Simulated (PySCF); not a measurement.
ClTl, charge -1, doublet, at a GFN2-xTB geometry (such geometries of metal compounds can be far from the true shape) (a state made from the parent by changing its charge; the spin is typed, not shown lowest) (core potentials on Tl); HF/def2-SVP run with PySCF.

PySCF was given this input:
```python
from pyscf import gto, scf

mol = gto.M(
    atom='''
Tl   -0.00000000   -0.00000000   -0.47641043
Cl    0.00000000    0.00000000    2.26995558
''',
    basis='def2-svp',
    ecp={'Tl': 'def2-svp'},
    charge=-1,
    spin=1,
    verbose=4,
)

mf = scf.UHF(mol)
mf.conv_tol = 1e-4
mf.kernel()
mf.analyze()
```

It wrote (shortened):

```
PySCF version 2.14.0

[INPUT] verbose = 4
[INPUT] num. atoms = 2
[INPUT] num. electrons = 39
[INPUT] charge = -1
[INPUT] spin (= nelec alpha-beta = 2S) = 1
[INPUT] symmetry False subgroup None
[INPUT] Mole.unit = angstrom
[INPUT] Symbol           X                Y                Z      unit          X                Y                Z       unit  Magmom
[INPUT]  1 Tl     0.000000000000   0.000000000000  -0.476410430000 AA    0.000000000000   0.000000000000  -0.900285235586 Bohr   0.0
[INPUT]  2 Cl     0.000000000000   0.000000000000   2.269955580000 AA    0.000000000000   0.000000000000   4.289594361128 Bohr   0.0

nuclear repulsion = 68.7877229803176
number of shells = 18
number of NR pGTOs = 97
number of NR cGTOs = 44
basis = def2-svp
ecp = {'Tl': 'def2-svp'}

******** <class 'pyscf.scf.uhf.UHF'> ********
method = UHF
initial guess = minao
damping factor = 0
level_shift factor = 0
DIIS = <class 'pyscf.scf.diis.CDIIS'>
diis_start_cycle = 1
diis_space = 8
diis_damp = 0
SCF conv_tol = 0.0001
SCF conv_tol_grad = None
SCF max_cycles = 50
direct_scf = True
direct_scf_tol = 1e-13
number electrons alpha = 20  beta = 19
Set gradient conv threshold to 0.01
init E= -608.514006465317

cycle= 1 E= -630.59961672747  delta_E= -22.1  |g|= 0.741  |ddm|= 8.37
cycle= 2 E= -630.906334400271  delta_E= -0.307  |g|= 0.291  |ddm|= 2.32
cycle= 3 E= -630.936164342852  delta_E= -0.0298  |g|= 0.0215  |ddm|= 0.351
cycle= 4 E= -630.937072736565  delta_E= -0.000908  |g|= 0.00878  |ddm|= 0.0969
cycle= 5 E= -630.937242228436  delta_E= -0.000169  |g|= 0.00329  |ddm|= 0.0433
cycle= 6 E= -630.93726764518  delta_E= -2.54e-05  |g|= 0.000907  |ddm|= 0.0205
Extra cycle  E= -630.93726948296  delta_E= -1.84e-06  |g|= 0.000461  |ddm|= 0.00429
converged SCF energy = -630.93726948296  <S^2> = 0.75824141  2S+1 = 2.0082245
**** SCF Summaries ****
Total Energy =                        -630.937269482960119
Nuclear Repulsion Energy =              68.787722980317554
One-electron Energy =                -1083.354962349637844
Two-electron Energy =                  383.629969886360186
Two-electron Coulomb Energy =          425.403850935692219
DFT Exchange-Correlation Energy =      -41.773881049332033
**** MO energy ****
                             alpha | beta                alpha | beta
MO #1   energy= -104.497096145076  | -104.496827529918  occ= 1 | 1
MO #2   energy= -10.257392323161   | -10.2571065362911  occ= 1 | 1
MO #3   energy= -7.73128470705175  | -7.73149979266341  occ= 1 | 1
MO #4   energy= -7.73113734284504  | -7.73058518097684  occ= 1 | 1
MO #5   energy= -7.73062322611534  | -7.72961965957163  occ= 1 | 1
MO #6   energy= -5.44706545515299  | -5.44678147578205  occ= 1 | 1
MO #7   energy= -3.27489762174805  | -3.27684840318713  occ= 1 | 1
MO #8   energy= -3.27005324311296  | -3.27178682413008  occ= 1 | 1
MO #9   energy= -3.26955271438864  | -3.26669174549629  occ= 1 | 1
MO #10  energy= -0.780357333008169 | -0.778487959610523 occ= 1 | 1
MO #11  energy= -0.649053155283912 | -0.649128004848692 occ= 1 | 1
MO #12  energy= -0.648000833658348 | -0.648542938233535 occ= 1 | 1
MO #13  energy= -0.646231656328145 | -0.643409794940643 occ= 1 | 1
MO #14  energy= -0.64074714408674  | -0.637851397334202 occ= 1 | 1
MO #15  energy= -0.64040794694302  | -0.63682031494359  occ= 1 | 1
MO #16  energy= -0.305285948401114 | -0.27370455028548  occ= 1 | 1
MO #17  energy= -0.197582834449671 | -0.191694398218884 occ= 1 | 1
MO #18  energy= -0.191465081775742 | -0.188187077216932 occ= 1 | 1
MO #19  energy= -0.166764794438303 | -0.153641072426223 occ= 1 | 1
MO #20  energy= -0.00656714357961619 | 0.204377165156374  occ= 1 | 0
MO #21  energy= 0.191864539937927  | 0.234160634227506  occ= 0 | 0
MO #22  energy= 0.246124385640316  | 0.259034789995382  occ= 0 | 0
MO #23  energy= 0.450797722624385  | 0.471517595896497  occ= 0 | 0
MO #24  energy= 0.458695726592442  | 0.481873779832596  occ= 0 | 0
MO #25  energy= 0.477632058100956  | 0.499466332514723  occ= 0 | 0
MO #26  energy= 0.495406054607889  | 0.509763131205459  occ= 0 | 0
MO #27  energy= 0.629373145394386  | 0.663828999313382  occ= 0 | 0
MO #28  energy= 0.630222115547511  | 0.669309136934776  occ= 0 | 0

spin_pop of  0 Tl 5s       -0.00006
spin_pop of  0 Tl 6s        0.00087
spin_pop of  0 Tl 7s        0.00016
spin_pop of  0 Tl 8s        0.00488
spin_pop of  0 Tl 5px       0.00038
spin_pop of  0 Tl 5py       0.00001
spin_pop of  0 Tl 5pz      -0.00007
spin_pop of  0 Tl 6px       0.02762
spin_pop of  0 Tl 6py       0.00047
spin_pop of  0 Tl 6pz      -0.00017
spin_pop of  0 Tl 7px       0.00013
spin_pop of  0 Tl 7py       0.00015
spin_pop of  0 Tl 7pz       0.00013
spin_pop of  0 Tl 8px       0.93560
spin_pop of  0 Tl 8py       0.02552
spin_pop of  0 Tl 8pz      -0.00185
spin_pop of  0 Tl 5dxy     -0.00346
spin_pop of  0 Tl 5dyz     -0.00876
spin_pop of  0 Tl 5dz^2    -0.01086
spin_pop of  0 Tl 5dxz     -0.01043
spin_pop of  0 Tl 5dx2-y2   -0.00129
spin_pop of  0 Tl 6dxy      0.00264
spin_pop of  0 Tl 6dyz      0.01003
spin_pop of  0 Tl 6dz^2     0.01116
spin_pop of  0 Tl 6dxz      0.01046
spin_pop of  0 Tl 6dx2-y2    0.00141
spin_pop of  1 Cl 1s        0.00000
spin_pop of  1 Cl 2s       -0.00000
spin_pop of  1 Cl 3s       -0.00008
spin_pop of  1 Cl 4s        0.00074
spin_pop of  1 Cl 2px       0.00000
spin_pop of  1 Cl 2py      -0.00000
spin_pop of  1 Cl 2pz      -0.00000
spin_pop of  1 Cl 3px       0.00758
spin_pop of  1 Cl 3py      -0.00134
spin_pop of  1 Cl 3pz      -0.00478
spin_pop of  1 Cl 4px       0.00170
spin_pop of  1 Cl 4py       0.00008
spin_pop of  1 Cl 4pz       0.00061
spin_pop of  1 Cl 3dxy      0.00000
spin_pop of  1 Cl 3dyz      0.00002
spin_pop of  1 Cl 3dz^2     0.00010
spin_pop of  1 Cl 3dxz      0.00068
spin_pop of  1 Cl 3dx2-y2    0.00000
In total            20.00000 | 19.00000

WARN: System has nonzero charge -1; the dipole moment is origin-dependent.
Location of origin: [0. 0. 0.]

Dipole moment(X, Y, Z, Debye): -0.00000, -0.00000, -4.83963
```
